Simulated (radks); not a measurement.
Task: Valence configurations of As I (all share [Ar]). Method: scalar-relativistic Kohn-Sham, LDA (Slater exchange, Perdew-Wang correlation), spin-polarised, spherical densities, point nucleus; open shells are filled with parallel spins first; computed with a radial shooting solver on a logarithmic mesh with Libxc functionals. Order these by energy: 3d8 4s2 4p5; 3d9 4s2 4p4; 3d10 4s0.5 4p4.5; 3d10 4s1.5 4p3.5; 3d9.5 4s2 4p3.5; 3d10 4s1 4p4; 3d9 4s1 4p5; 3d10 4s2 4p3; 3d8 4s1 4p6; 3d10 4p5.

Result: From the lowest, in eV above it: 3d10 4s2 4p3 0.000; 3d10 4s1.5 4p3.5 4.647; 3d10 4s1 4p4 9.320; 3d10 4s0.5 4p4.5 15.037; 3d9.5 4s2 4p3.5 19.208; 3d10 4p5 20.453; 3d9 4s2 4p4 40.533; 3d9 4s1 4p5 50.804; 3d8 4s2 4p5 89.767; 3d8 4s1 4p6 100.92. NIST lists [Ar] 3d10 4s2 4p3 as the ground configuration; this level of theory agrees among the configurations tried. The energies are those of spherical high-spin densities, not of single terms.
